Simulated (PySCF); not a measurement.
One molecule, one basis, several functionals.

C4H5ClSi.
Atom-mapped SMILES: `[Cl:1][C:2]1=[CH:3][SiH2:4][CH:5]=[CH:6]1` (hydrogens: H7 on C3; H8, H9 on Si4; H10 on C5; H11 on C6)

PySCF, def2-SVPD basis, density fitting, gas phase, PBE0-D3(BJ)/def2-SVP geometry; singlet excitations by full TDDFT with frozen cores, triplets by Tamm–Dancoff TDDFT and ionisation energies by ΔSCF, from the lowest of the holes tried. One functional is left out:

| functional | exact exchange (%) | HOMO energy (eV) | LUMO energy (eV) | lowest singlet excitation (eV) | lowest triplet excitation (eV) | dipole moment (D) | mean polarisability (au) | vertical ionisation energy (eV) |
| --- | --- | --- | --- | --- | --- | --- | --- | --- |
| LDA | 0 | -6.20 | -2.95 | 4.04 | 2.84 | 1.232 | 90.1 | 9.02 |
| PBE | 0 | -6.03 | -2.76 | 4.05 | 2.69 | 1.198 | 88.9 | 8.79 |
| B3LYP | 20 | -6.82 | -2.05 | 4.27 | 2.71 | 1.261 | 86.5 | 8.86 |
| BHandHLYP | 50 | -7.90 | -0.83 | 4.51 | 2.62 | 1.330 | 83.5 | 8.76 |

Task: Predict the row of PBE0 (25 % exact exchange) by straight lines through the other rows, and check it.

Result: 
```tsv
property	line	computed	computed − line	B3LYP (20 %), for comparison
HOMO energy (eV)	-7.01	-7.06	-0.05	-6.82
LUMO energy (eV)	-1.84	-1.88	-0.04	-2.05
lowest singlet excitation (eV)	4.29	4.35	+0.06	4.27
lowest triplet excitation (eV)	2.69	2.66	-0.03	2.71
dipole moment (D)	1.272	1.266	-0.006	1.261
mean polarisability (au)	86.3	85.7	-0.6	86.5
vertical ionisation energy (eV)	8.84	8.88	+0.04	8.86
```
